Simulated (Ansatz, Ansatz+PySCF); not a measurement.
```xyz
4

H     0.0000    0.0000    0.0000
N     0.0000    0.0000    1.0400
N     0.0000    0.0000    7.0000
H     0.0000    0.0000    8.0400
```

Basis set: def2-SVP (spherical functions). Charge 0, multiplicity 1.

Computed with Ansatz (development build ahead of 0.2.0); each method stands on the lowest determinant of its kind that the runs found.

Q: Give the atomization energy at this shape (free ground-state atoms in the same class of orbitals less the molecule, no zero-point energy) of singlet N₂H₂ in separate pieces by PBE0 (unrestricted), UHF.

A:

```csv
method,atomization energy
PBE0 (unrestricted),165.49 kcal/mol
UHF,98.41 kcal/mol
```

Caution: the shape is not the minimum; the unrestricted determinant is a mixture of spin states.
